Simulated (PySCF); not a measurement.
Electron correlation in Co⁺ (cobalt, charge +1)

Starting occupation: [Ar] 3d7 4s1, 3d3/2 with m_j = +1/2, +3/2, 3d5/2 with m_j = -3/2, -1/2, +1/2, +3/2, +5/2, 4s1/2 with m_j = +1/2. Computed with PySCF 2.14 in x2c-TZVPall-2c (6s7p4d1f, 54 functions), with X2C-1e with screened-nucleus spin-orbit coupling, Gaussian nucleus. Frozen: [Ne]; 16 electrons correlated; the 6 highest virtual spinors left out.

MP2 pair energies summed by pair of shells (mhartree):

```csv
pair,energy,share (%)
3d-3p,-165.99,36.8
3d-3d,-151.00,33.5
3p-3p,-56.46,12.5
3d-3s,-28.51,6.3
3p-3s,-22.37,5.0
3d-4s,-15.35,3.4
3p-4s,-7.33,1.6
3s-3s,-3.16,0.7
3s-4s,-0.56,0.1
```

Total MP2 correlation energy: -450.73 mhartree.

The GHF reference relaxed away from the jj start to a determinant that is no pure jj level (⟨S²⟩ = 6.00, ⟨J²⟩ = 30.01); the energies belong to that determinant.

This basis was not built for core-valence correlation, so the inner-shell part is incomplete.
